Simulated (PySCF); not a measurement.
# Gas-phase XPS of `[SiH3]Sc1ccncc1`, computed

Species: C5H7NSSi.
Geometry (PBE0-D3(BJ)/def2-SVP, Å), atoms numbered from 1 in this order:
```
atom  x, y, z in Å
Si1    2.932    0.289   -0.310
S2     1.522   -0.544    1.086
C3    -0.053   -0.321    0.316
C4    -1.170   -0.807    1.008
C5    -2.429   -0.652    0.437
N6    -2.647   -0.063   -0.737
C7    -1.584    0.396   -1.388
C8    -0.275    0.298   -0.918
H9     2.900   -0.424   -1.621
H10    4.236    0.072    0.375
H11    2.693    1.744   -0.538
H12   -1.056   -1.300    1.976
H13   -3.312   -1.028    0.967
H14   -1.771    0.880   -2.354
H15    0.540    0.704   -1.521
```

Method used: PySCF 2.14.0, delta-SCF UKS SCAN, pcX-2 on the ionised atom, pcseg-1 elsewhere, spin-free X2C. Binding energies are ΔSCF values: E(core-ionised, relaxed orbitals) − E(ground state) at a fixed geometry, referred to the vacuum level.

**Question.** List the computed XPS lines with their assignment.

**Answer.** 
```
atom(s)                          environment     level  binding energy (eV)  2p1/2 (eV)  above the level's lowest (eV)  count
    Si1                         SiH3 silicon  Si 2p3/2               107.48      108.11                           0.00      1
  C4/C8                   aromatic CH carbon      C 1s               290.44           –                           0.00      2
  C5/C7  aromatic CH next to a ring nitrogen      C 1s               291.21           –                          +0.77      2
     C3          substituted aromatic carbon      C 1s               291.60           –                          +1.16      1
     N6               pyridine-type nitrogen      N 1s               404.27           –                           0.00      1
    Si1                         SiH3 silicon     Si 1s              1847.28           –                           0.00      1
     S2            sulfur bonded to C and Si      S 1s              2477.13           –                           0.00      1
```

The listed C 1s values span 1.16 eV, from C4/C8 (bonded to 2 C (aromatic in the SMILES) and H) to C3 (bonded to S and 2 C (aromatic in the SMILES)). Summing the Pauling electronegativity differences to the bonded atoms, each weighted by its formal bond order, gives -0.35 for the lowest site and +0.03 for the highest; the largest sum, +0.39, belongs to C5/C7, 0.39 eV below the top.

**Question.** Which effective nuclear charge Zeff reproduces each element's mean 1s value in the hydrogen-like formula E = 13.606 eV × Zeff²?

**Answer.** C (Z = 6): mean 291.0 eV, Zeff = 4.62, Z − Zeff = 1.38; N (Z = 7): mean 404.3 eV, Zeff = 5.45, Z − Zeff = 1.55; Si (Z = 14): mean 1847.3 eV, Zeff = 11.65, Z − Zeff = 2.35; S (Z = 16): mean 2477.1 eV, Zeff = 13.49, Z − Zeff = 2.51. Means run over the listed sites, weighted by atom count.

**Question.** Which photon energy gives electrons from N 1s of N6 a kinetic energy of 20 eV, and what is their de Broglie wavelength?

**Answer.** hν = 404.27 + 20 = 424.27 eV, recoil neglected; λ = 12.264 Å/√(E/eV) = 2.74 Å.

Topologically equivalent atoms share the value of their first member; where this conformer doesn't relate them by symmetry, their own values could differ. Not every level is listed. The unrestricted hole states depart most from a pure doublet (⟨S²⟩ = 0.75; over 0.85 named) for C 1s of C3 (0.88), which makes this value less certain. The 2p values aren't plain energy differences: one relaxed spin-free 2p hole is combined with a matrix within the shell (ground-state 2p orbital-energy differences and spin–orbit coupling). 2p3/2, the mean of its two sublevels, lies a third of the splitting below the shell's mean and 2p1/2 two thirds above it; the statistical areas are 2:1. 2p1/2 minus 2p3/2 (ligand field included): Si 0.62 eV. Geometry: PBE0-D3(BJ)/def2-SVP, one conformer, isolated molecule.
